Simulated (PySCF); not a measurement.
C4H3S, doublet (typed; the unrestricted solution is spin-contaminated), geometry from GFN2-xTB, with bond 8-5 at 2.0 times its length; CAMB3LYP/def2-SV(P) (PySCF).

Here is a job for PySCF.
```python
from pyscf import gto, scf, dft

mol = gto.Mole()
mol.atom = '''
    S    -0.004261    0.013358    1.148053
    C     0.019290    1.290200   -0.067535
    C    -0.017288   -1.194830   -0.085886
    C     0.015705    0.730941   -1.268439
    C    -0.004656   -0.668486   -1.339947
    H     0.033109    2.310608    0.249309
    H    -0.033643   -2.228570    0.199628
    H    -0.014550   -1.816937   -3.153934
'''
mol.basis = 'def2-sv(p)'
mol.charge = 0
mol.spin = 1
mol.verbose = 4
mol.build()

mf = dft.UKS(mol)
mf.xc = 'camb3lyp'
mf.DIIS = scf.EDIIS
mf.kernel()
```

It wrote (shortened):

```
PySCF version 2.14.0

[INPUT] verbose = 4
[INPUT] num. atoms = 8
[INPUT] num. electrons = 43
[INPUT] charge = 0
[INPUT] spin (= nelec alpha-beta = 2S) = 1
[INPUT] symmetry False subgroup None
[INPUT] Mole.unit = angstrom
[INPUT] Symbol           X                Y                Z      unit          X                Y                Z       unit  Magmom
[...]
nuclear repulsion = 190.148875862352
number of shells = 38
number of NR pGTOs = 144
number of NR cGTOs = 80
basis = def2-sv(p)
ecp = {}

******** <class 'pyscf.dft.uks.UKS'> ********
method = UKS
initial guess = minao
damping factor = 0
level_shift factor = 0
DIIS = <class 'pyscf.scf.diis.EDIIS'>
diis_start_cycle = 1
diis_space = 8
diis_damp = 0
SCF conv_tol = 1e-09
SCF conv_tol_grad = None
SCF max_cycles = 50
direct_scf = True
direct_scf_tol = 1e-13
number electrons alpha = 22  beta = 21
XC library pyscf.dft.libxc version 7.1.2
    S. Lehtola, C. Steigemann, M. J. T. Oliveira, and M. A. L. Marques,  SoftwareX 7, 1–5 (2018)
XC functionals = camb3lyp
    T. Yanai, D. P. Tew, and N. C. Handy,  Chem. Phys. Lett. 393, 51 (2004)
radial grids:
    Treutler-Ahlrichs [JCP 102, 346 (1995); DOI:10.1063/1.469408] (M4) radial grids

becke partition: Becke, JCP 88, 2547 (1988); DOI:10.1063/1.454033
pruning grids: <function nwchem_prune>
grids dens level: 3
symmetrized grids: False
atomic radii adjust function: <function treutler_atomic_radii_adjust>
small_rho_cutoff = 0
Set gradient conv threshold to 3.16228e-05
tot grids = 104776
init E= -552.710743201878

cycle= 1 E= -551.79034336496  delta_E= 0.92  |g|= 0.152  |ddm|= 2.35
cycle= 2 E= -551.806391120801  delta_E= -0.016  |g|= 0.124  |ddm|= 0.498
cycle= 3 E= -551.814475897707  delta_E= -0.00808  |g|= 0.0846  |ddm|= 0.219
cycle= 4 E= -551.819500069371  delta_E= -0.00502  |g|= 0.0216  |ddm|= 0.0898
cycle= 5 E= -551.819500068551  delta_E= 8.2e-10  |g|= 0.0216  |ddm|= 5.41e-08
cycle= 6 E= -551.8195000686  delta_E= -4.95e-11  |g|= 0.0216  |ddm|= 3.44e-09
cycle= 7 E= -551.819500069617  delta_E= -1.02e-09  |g|= 0.0216  |ddm|= 6.71e-08
cycle= 8 E= -551.819500068652  delta_E= 9.65e-10  |g|= 0.0216  |ddm|= 6.35e-08
cycle= 9 E= -551.819500068911  delta_E= -2.59e-10  |g|= 0.0216  |ddm|= 1.69e-08
cycle= 10 E= -551.819500071464  delta_E= -2.55e-09  |g|= 0.0216  |ddm|= 1.68e-07
cycle= 11 E= -551.819782504085  delta_E= -0.000282  |g|= 0.0353  |ddm|= 0.0619
cycle= 12 E= -551.82065233099  delta_E= -0.00087  |g|= 0.0286  |ddm|= 0.0624
[...]
cycle= 21 E= -551.82422831969  delta_E= -0.000979  |g|= 0.0146  |ddm|= 0.0428
cycle= 22 E= -551.824228319689  delta_E= 6.82e-13  |g|= 0.0146  |ddm|= 5.85e-13
cycle= 23 E= -551.82422831969  delta_E= -6.82e-13  |g|= 0.0146  |ddm|= 5.92e-13
cycle= 24 E= -551.825118992786  delta_E= -0.000891  |g|= 0.0156  |ddm|= 0.0427
cycle= 25 E= -551.825118992785  delta_E= 3.41e-13  |g|= 0.0156  |ddm|= 2.7e-12
cycle= 26 E= -551.825118992786  delta_E= -3.41e-13  |g|= 0.0156  |ddm|= 2.65e-12
cycle= 27 E= -551.825828741787  delta_E= -0.00071  |g|= 0.0191  |ddm|= 0.0457
cycle= 28 E= -551.82630589197  delta_E= -0.000477  |g|= 0.0151  |ddm|= 0.0344
cycle= 29 E= -551.826699455059  delta_E= -0.000394  |g|= 0.0106  |ddm|= 0.0205
cycle= 30 E= -551.826754758751  delta_E= -5.53e-05  |g|= 0.00967  |ddm|= 0.0034
cycle= 31 E= -551.826726501134  delta_E= 2.83e-05  |g|= 0.0186  |ddm|= 0.0224
cycle= 32 E= -551.827150724799  delta_E= -0.000424  |g|= 0.011  |ddm|= 0.0334
cycle= 33 E= -551.827150730194  delta_E= -5.39e-09  |g|= 0.011  |ddm|= 7.59e-07
cycle= 34 E= -551.827345611241  delta_E= -0.000195  |g|= 0.014  |ddm|= 0.0312
cycle= 35 E= -551.827391959156  delta_E= -4.63e-05  |g|= 0.019  |ddm|= 0.0365
cycle= 36 E= -551.827627697702  delta_E= -0.000236  |g|= 0.00638  |ddm|= 0.0261
cycle= 37 E= -551.827626035306  delta_E= 1.66e-06  |g|= 0.00672  |ddm|= 0.00048
cycle= 38 E= -551.827626036124  delta_E= -8.18e-10  |g|= 0.00672  |ddm|= 1.14e-06
cycle= 39 E= -551.82769398667  delta_E= -6.8e-05  |g|= 0.00528  |ddm|= 0.00974
cycle= 40 E= -551.827693987689  delta_E= -1.02e-09  |g|= 0.00528  |ddm|= 1.93e-07
cycle= 41 E= -551.827693986732  delta_E= 9.56e-10  |g|= 0.00528  |ddm|= 1.82e-07
cycle= 42 E= -551.827693986769  delta_E= -3.6e-11  |g|= 0.00528  |ddm|= 5.03e-09
cycle= 43 E= -551.827740049951  delta_E= -4.61e-05  |g|= 0.00265  |ddm|= 0.00859
cycle= 44 E= -551.827769760589  delta_E= -2.97e-05  |g|= 0.00216  |ddm|= 0.00769
cycle= 45 E= -551.827774161899  delta_E= -4.4e-06  |g|= 0.00191  |ddm|= 0.0013
cycle= 46 E= -551.827769767486  delta_E= 4.39e-06  |g|= 0.00216  |ddm|= 0.00129
cycle= 47 E= -551.827789180175  delta_E= -1.94e-05  |g|= 0.0015  |ddm|= 0.00667
cycle= 48 E= -551.827791154215  delta_E= -1.97e-06  |g|= 0.00135  |ddm|= 0.000838
cycle= 49 E= -551.827789181618  delta_E= 1.97e-06  |g|= 0.0015  |ddm|= 0.000837
cycle= 50 E= -551.827798739958  delta_E= -9.56e-06  |g|= 0.00109  |ddm|= 0.00473
SCF not converged.
SCF energy = -551.827798739958 after 50 cycles  <S^2> = 1.1267979  2S+1 = 2.3467406
```

The run did not converge; its last values are not results.
